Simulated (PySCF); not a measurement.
How methods differ on the excitation energy of Sr⁺

Sr⁺ [Kr] 5s1 (2S) → Sr⁺ [Kr] 5p1 (2P), as a difference of total energies. Computed with PySCF 2.14 in aug-cc-pVQZ-X2C (9s8p6d3f2g, 102 functions), with scalar relativity by spin-free X2C-1e. The calculations carry no spin-orbit coupling.

```
method  excitation energy (eV)
   UHF                   2.747
   LDA                   2.934
   PBE                   2.723
  PBE0                   2.737
r2SCAN                   2.637
 M06-L                   2.392
M06-2X                   2.821
   M06                   2.647
```

Which method comes closest to the reference value, and which is furthest?

The reference is 3.007 eV (measured; NIST levels, between the centres of gravity of the two terms). Closest: LDA (error -0.073 eV); furthest: M06-L (error -0.615 eV).
